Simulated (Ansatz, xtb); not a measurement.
## Relative energy of two isomers of C7H5O+

Structure a is `C#Cc1cccc[o+]1`, a singlet and structure b is `C#Cc1ccc[o+]c1`, a singlet. Both are isolated ions in the gas phase, relaxed with PBE-D3(BJ)/def2-SVP.

a (Å):

```yaml
atoms:
  - { symbol: C, position_ang: [0.4792, -2.5459, -2.2271] }
  - { symbol: C, position_ang: [0.2823, -1.3577, -1.9971] }
  - { symbol: C, position_ang: [0.0256, 0.0030, -1.7485] }
  - { symbol: C, position_ang: [-1.1390, 0.6967, -2.1162] }
  - { symbol: C, position_ang: [-1.2501, 2.0545, -1.7984] }
  - { symbol: C, position_ang: [-0.1963, 2.7024, -1.1171] }
  - { symbol: C, position_ang: [0.9202, 1.9590, -0.7861] }
  - { symbol: O, position_ang: [1.0132, 0.6628, -1.0957] }
  - { symbol: H, position_ang: [0.6572, -3.5989, -2.4291] }
  - { symbol: H, position_ang: [-1.9340, 0.1531, -2.6452] }
  - { symbol: H, position_ang: [-2.1562, 2.6133, -2.0793] }
  - { symbol: H, position_ang: [-0.2401, 3.7669, -0.8471] }
  - { symbol: H, position_ang: [1.8138, 2.3246, -0.2585] }
```

b (Å):

```yaml
atoms:
  - { symbol: C, position_ang: [1.2353, -2.2053, -1.8636] }
  - { symbol: C, position_ang: [0.7610, -1.0808, -1.7643] }
  - { symbol: C, position_ang: [0.2072, 0.2197, -1.6508] }
  - { symbol: C, position_ang: [-1.1541, 0.5134, -1.9531] }
  - { symbol: C, position_ang: [-1.6358, 1.8231, -1.8189] }
  - { symbol: C, position_ang: [-0.7660, 2.8150, -1.3898] }
  - { symbol: C, position_ang: [1.0031, 1.2956, -1.2244] }
  - { symbol: O, position_ang: [0.5061, 2.5220, -1.1108] }
  - { symbol: H, position_ang: [1.6556, -3.2024, -1.9518] }
  - { symbol: H, position_ang: [-1.8171, -0.2974, -2.2911] }
  - { symbol: H, position_ang: [-2.6807, 2.0809, -2.0445] }
  - { symbol: H, position_ang: [-0.9997, 3.8789, -1.2390] }
  - { symbol: H, position_ang: [2.0676, 1.2336, -0.9544] }
```

Energies in hartree; the thermal terms are from GFN2-xTB frequencies at re-optimised GFN2-xTB minima (ideal gas, soft modes damped towards free rotors, one conformer each, 298.15 K, 1 atm) and include the zero-point energy:

|  | a | b |
| --- | --- | --- |
| E, CCSD(T)/def2-SVP | −343.402129 | −343.399130 |
| E, MP2/def2-SVP | −343.315078 | −343.311077 |
| E, MP2/def2-TZVPP | −343.926771 | −343.922257 |
| zero-point energy | 0.093506 | 0.093410 |
| H(298 K) − E | 0.101163 | 0.101072 |
| G(298 K) − E | 0.062738 | 0.062639 |

**Question.** Correct the CCSD(T) difference for the basis set by the MP2 change, then work out ΔE, ΔE₀, ΔH and ΔG for a → b in kcal/mol (1 Eh = 627.51 kcal/mol) and the equilibrium ratio [b]/[a].

**Answer.** 1. Differences b − a: CCSD(T) +0.002999, MP2 in the small set +0.004001, MP2 in the large set +0.004514 Eh.
2. ΔE = +0.002999 + (+0.004514 − (+0.004001)) = +0.003512 Eh = +2.20 kcal/mol.
3. ΔE₀ = ΔE + ΔZPE = +0.003512 + (−0.000096) Eh = +2.14 kcal/mol.
4. ΔH = ΔE + (−0.000091) Eh = +2.15 kcal/mol.
5. ΔG = ΔE + (−0.000099) Eh = +2.14 kcal/mol, so ΔS = (ΔH − ΔG)/T = +0.1 J/(mol K).
6. kT = 0.9442 mEh, so K = [b]/[a] = exp(−ΔG/kT) = exp(−3.61) ≈ 0.027.

Structure a is favoured at this temperature. An error of 1 kcal/mol in ΔG would change K by a factor of 5.4. Mirror images and further conformers aren't counted.

As drawn, both hold the same kinds of bond in the same numbers.

Other levels gave ΔE = +1.9 (GFN2-xTB); +4.1 (HF/STO-3G, GFN2-xTB geometries); +3.6 (r2SCAN-D4/def2-SVP, GFN2-xTB geometries); +3.4 (PBE-D3(BJ)/def2-SVP); +1.6 (HF/def2-SVP); +2.5 (MP2/def2-SVP); +1.9 (CCSD(T)/def2-SVP) kcal/mol. The correlated steps freeze 8 core orbitals. Programs: Ansatz 0.2.0, xtb 6.7.1.
